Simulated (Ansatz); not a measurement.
System: SO2 (charge 0, singlet). SMILES: [S+]([O-])=O
Geometry: optimised at B3LYP-D3(BJ)/def2-TZVP (Ansatz, an electronic-structure program).

Quantity: atomisation energy, in kcal/mol. Conventions: dispersion terms only where a functional's name holds one; atomisation electronic, to ground-state atoms; non-relativistic; 6-31G* and kin with 6d, 5d where marked; UHF or UKS for open shells; LANL2DZ with its own core potentials from Na on; 6-311+G** with 5d, 6d on Na to Ar in Ansatz; no spin-orbit coupling. Ab initio and DFT rows: single points at B3LYP-D3(BJ) geometries (Ansatz).

```
level             program  atomisation energy (kcal/mol)
----------------  -------  -----------------------------
B3LYP/STO-3G       Ansatz                          114.4
B3LYP/3-21G        Ansatz                          118.9
B3LYP/LANL2DZ      Ansatz                           89.9
B3LYP/6-31G        Ansatz                           95.7
B3LYP/6-31G*       Ansatz                          225.8
B3LYP/6-31+G*      Ansatz                          223.3
B3LYP/def2-SVP     Ansatz                          225.2
B3LYP/cc-pVDZ      Ansatz                          211.6
B3LYP/6-311+G**    Ansatz                          220.3
B3LYP/def2-TZVPD   Ansatz                          250.3
```

No value to compare with is used here. The 9 habitual levels span 89.9 (B3LYP/LANL2DZ) to 225.8 kcal/mol (B3LYP/6-31G*); B3LYP/def2-TZVPD gives 250.3.

The sets are all those run for this method; left out are runs that failed, that the program found above a lower state of the same kind, or whose <S^2> lies over 0.5 above the pure value.
